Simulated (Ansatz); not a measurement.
Species: C₂H₁₁N₃Si, SMILES `CC[Si](N)(N)N` (charge 0, multiplicity 1).

Problem. Give a relaxed geometry from B3LYP-D3(BJ)/def2-SVP (Ansatz, a program for electronic structure).

Solution. One answer among several that fit: the end point of this relaxation, one of several conformers (outside a Z-matrix the atoms follow the SMILES, hydrogens last).
Z-matrix (Å, degrees):
```
Si
N 1 1.7352
H 2 1.0156 1 119.29
H 2 1.0160 3 110.28 1 140.93
N 1 1.7389 2 103.14 3 -178.19
H 5 1.0149 1 119.13 2 -163.83
H 5 1.0160 6 110.91 1 145.59
N 1 1.7391 2 115.40 3 62.46
H 8 1.0148 1 120.54 2 -149.49
H 8 1.0152 9 111.11 1 150.90
C 1 1.8862 2 108.12 3 -54.49
H 11 1.1045 1 107.67 2 -66.10
H 11 1.1062 12 105.51 1 115.25
C 11 1.5352 12 110.27 13 118.78
H 14 1.1021 11 111.31 12 178.70
H 14 1.1028 15 107.71 11 -123.54
H 14 1.1029 15 107.11 16 -114.81
```
